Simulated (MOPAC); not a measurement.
MOPAC input (PM3):

```
PM3 PRECISE GNORM=0.05 LET XYZ GEO-OK AUX(PRECISION=9) THREADS=1
BF

B    -0.00000000 1   -0.00000000 1   -0.81316200 1
F     0.00000000 1    0.00000000 1    0.45175700 1
```

Output:

```
 *******************************************************************************
 **                                                                           **
 **                              MOPAC v23.2.5                                **
 **                                                                           **
 *******************************************************************************
 ** MOPAC's Digital Object Identifier: https://doi.org/10.5281/zenodo.6511958 **
 **                                                                           **
 ** Please cite the open-source release paper for use of this MOPAC version:  **
 ** J. E. Moussa and J. J. P. Stewart (2026)                                  **
 ** MOPAC: An open-source semiempirical molecular orbital program             **
 ** J. Open Source Softw., 11(119), 8025, https://doi.org/10.21105/joss.08025 **
 *******************************************************************************

                              PM3 CALCULATION RESULTS

 *******************************************************************************
 *  PM3        - The PM3 Hamiltonian to be used
 *  GEO-OK     - OVERRIDE INTERATOMIC DISTANCE AND OTHER SAFETY CHECKS
 *  LET        - OVERRIDE SOME SAFETY CHECKS
 *  PRECISE    - TIGHTER CRITERIA TO BE USED
 *  XYZ        - CARTESIAN COORDINATE SYSTEM TO BE USED
 *  GNORM      - EXIT WHEN GRADIENT NORM DROPS BELOW 0.050
 *  AUX        - OUTPUT AUXILIARY INFORMATION
 *******************************************************************************
PM3 PRECISE GNORM=0.05 LET XYZ GEO-OK AUX(PRECISION=9) THREADS=1
 BF

   ATOM   CHEMICAL          X               Y               Z
  NUMBER   SYMBOL      (ANGSTROMS)     (ANGSTROMS)     (ANGSTROMS)

     1       B         -0.00000000  *  -0.00000000  *  -0.81316200  *
     2       F          0.00000000  *   0.00000000  *   0.45175700  *

          CARTESIAN COORDINATES

    NO.       ATOM           X           Y           Z

     1         B         -0.0000     -0.0000     -0.8132
     2         F          0.0000      0.0000      0.4518

  B: (PM3): J. J. P. STEWART, J. MOL. MOD., 10, 155-164 (2004)
  F: (PM3): J. J. P. STEWART, J. COMP. CHEM. 10, 209 (1989).

           Empirical Formula: B F  =     2 atoms

      MOLECULAR POINT GROUP   :   C*v

      RHF CALCULATION, NO. OF DOUBLY OCCUPIED LEVELS = 5

          Geometry optimization using EF

          DIAGONAL MATRIX USED AS START HESSIAN

 CYCLE:     1  GRAD.:    82.870 HEAT: -51.96341
 CYCLE:     2  GRAD.:   223.735 HEAT: -28.38512
 CYCLE:     3  GRAD.:    62.323 HEAT: -52.22254
 CYCLE:     4  GRAD.:    90.584 HEAT: -51.76456
 CYCLE:     5  GRAD.:     8.605 HEAT: -53.05764
 CYCLE:     6  GRAD.:     1.040 HEAT: -53.07164
 CYCLE:     7  GRAD.:     0.546 HEAT: -53.07178
 CYCLE:     8  GRAD.:     0.001 HEAT: -53.07184

     GRADIENT =  0.00065 IS LESS THAN CUTOFF =  0.05000

 -------------------------------------------------------------------------------
 PM3 PRECISE GNORM=0.05 LET XYZ GEO-OK AUX(PRECISION=9) THREADS=1
 BF

     GEOMETRY OPTIMISED USING EIGENVECTOR FOLLOWING (EF).
     SCF FIELD WAS ACHIEVED

                              PM3 CALCULATION
                                                       MOPAC v23.2.5 Linux

          FINAL HEAT OF FORMATION =        -53.07184 KCAL/MOL =    -222.05258 KJ/MOL

          COSMO AREA              =         61.08 SQUARE ANGSTROMS
          COSMO VOLUME            =         43.66 CUBIC ANGSTROMS

          GRADIENT NORM           =          0.00065          =       0.00046 PER ATOM
          IONIZATION POTENTIAL    =         14.233984 EV
          HOMO LUMO ENERGIES (EV) =        -14.234  2.728
          NO. OF FILLED LEVELS    =          5
          MOLECULAR WEIGHT        =         29.8084         POINT GROUP:  C*v

          MOLECULAR DIMENSIONS (Angstroms)

            Atom       Atom       Distance
            F     2    B     1     1.30424
            F     2    B     1     0.00000
            B     1    F     2     0.00000

          SCF CALCULATIONS        =          9

   ATOM   CHEMICAL          X               Y               Z
  NUMBER   SYMBOL      (ANGSTROMS)     (ANGSTROMS)     (ANGSTROMS)

     1       B          0.00000000  *   0.00000000  *  -0.83282046  *
     2       F         -0.00000000  *   0.00000000  *   0.47141546  *

                             CARTESIAN COORDINATES

   1    B        0.000000000     0.000000000    -0.832820457
   2    F       -0.000000000     0.000000000     0.471415457

           Empirical Formula: B F  =     2 atoms

      MOLECULAR POINT GROUP   :   C*v

                  EIGENVALUES
 -26.41579 -19.14590 -17.41220 -17.41220 -14.23398   2.72799   2.72799   6.03427

              NET ATOMIC CHARGES AND DIPOLE CONTRIBUTIONS

  ATOM NO.   TYPE          CHARGE      No. of ELECS.   s-Pop       p-Pop
    1          B           0.161811        2.8382     1.88386     0.95433
    2          F          -0.161811        7.1618     1.64063     5.52118
 DIPOLE           X         Y         Z       TOTAL
 POINT-CHG.     0.000    -0.000    -1.014     1.014
 HYBRID        -0.000     0.000     1.634     1.634
 SUM           -0.000     0.000     0.620     0.620

          ATOMIC ORBITAL ELECTRON POPULATIONS

     Atom    s        px        py        pz
    1  B   1.88386   0.14463   0.14463   0.66507
    2  F   1.64063   1.85537   1.85537   1.81045

 **********************
 *                    *
 * JOB ENDED NORMALLY *
 *                    *
 **********************

 == MOPAC DONE ==
```

The geometry given is a B3LYP-D3(BJ)/def2-TZVP minimum.
